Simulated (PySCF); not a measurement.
Stepwise substitution at one centre (Sn NH2-OCH3). Isolated molecules, 0 K electronic values unless said otherwise. One relaxed conformer stands for each flexible species; it need not be the lowest. Strings in code marks are SMILES.

Quantity: redistribution energy (mixed species minus the weighted end members), in kJ/mol.

Level 1: PBE0-D4/def2-TZVP // PBE0-D4/def2-SVP (PySCF)
Level 2: B3LYP/LANL2DZ // PBE0-D4/def2-SVP (PySCF)
Level 3: M06-2X/6-31G* (LANL2DZ on Sn) // PBE0-D4/def2-SVP (PySCF)
Level 4: PBE/6-31G* (LANL2DZ on Sn) // PBE0-D4/def2-SVP (PySCF)

```
species                                                     level 1  level 2  level 3  level 4
----------------------------------------------------------  -------  -------  -------  -------
1 of 4 NH2 replaced by OCH3: `[NH2][Sn]([O]C)([NH2])[NH2]`    -6.38    -3.04    -5.62    -4.61
3 of 4 NH2 replaced by OCH3: `C[O][Sn]([NH2])([O]C)[O]C`      -7.38    -2.98    -6.80    -4.75
2 of 4 NH2 replaced by OCH3: `[NH2][Sn]([O]C)([NH2])[O]C`    -10.47    -6.47    -9.64    -8.32
```
